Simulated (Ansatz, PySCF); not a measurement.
Pair of molecules: GeH4 (SMILES [GeH4]) (first 5 atoms) with H2Se (SMILES [SeH2]); geometry from B3LYP-D3(BJ)/def2-TZVP, rigid monomers moved along the line of their centres of mass till Ge1···Se6 is 3.56 Å.
(charge 0, multiplicity 1):
```xyz
8

Ge     0.111     0.051    -0.084
H     -1.404     0.029     0.157
H      0.391     0.120    -1.595
H      0.744    -1.229     0.483
H      0.732     1.274     0.603
Se    -0.079    -0.645     3.406
H     -0.282     0.366     4.455
H      1.280    -0.150     3.144
```

Quantity: the interaction energy.

Monomers are frozen at their geometry in the pair; levels with a basis set take the counterpoise correction.

Frozen-core correlation. Filled d and f shells under p-block atoms count as core. CBS(a, b) extrapolates the correlation energy as X⁻³ and adds the Hartree–Fock energy of set b.

Programs: Ansatz (a first-principles code); PySCF for the dispersion terms. 

Costs are ratios of core time to PBE/def2-TZVPPD (roughly 14 s), for whole runs (searches for the state included, and forces where a run took them) on one shared machine, so rough; each difference counts from -1.7 kJ/mol (MP2/CBS(aug-cc-pVDZ, aug-cc-pVTZ) + ΔCCSD(T)/aug-cc-pVDZ, a level with limits of its own).

```tsv
level	basis functions	cost
PBE/def2-TZVPPD	213	×1
PBE-D3(BJ)/def2-TZVPPD	213	×1
PBE0/def2-TZVPPD	213	×1
PBE0-D3(BJ)/def2-TZVPPD	213	×1
B3LYP/def2-TZVPPD	213	×1
B3LYP-D3(BJ)/def2-TZVPPD	213	×1
r2SCAN/def2-TZVPPD	213	×2
r2SCAN-D3(BJ)/def2-TZVPPD	213	×2
CCSD(T)/aug-cc-pVDZ	126	×3
MP2/aug-cc-pVTZ	256	×3
wB97X-V/def2-TZVPPD	213	×3
wB97M-V/def2-TZVPPD	213	×4
```

Each difference (kJ/mol): PBE/def2-TZVPPD 4.4; PBE-D3(BJ)/def2-TZVPPD -1.1; PBE0/def2-TZVPPD 4.2; PBE0-D3(BJ)/def2-TZVPPD -1.2; B3LYP/def2-TZVPPD 9.8; B3LYP-D3(BJ)/def2-TZVPPD -0.6; r2SCAN/def2-TZVPPD 2.4; r2SCAN-D3(BJ)/def2-TZVPPD 0.5; CCSD(T)/aug-cc-pVDZ 3.7; MP2/aug-cc-pVTZ 0.2; wB97X-V/def2-TZVPPD 0.3; wB97M-V/def2-TZVPPD -0.6.
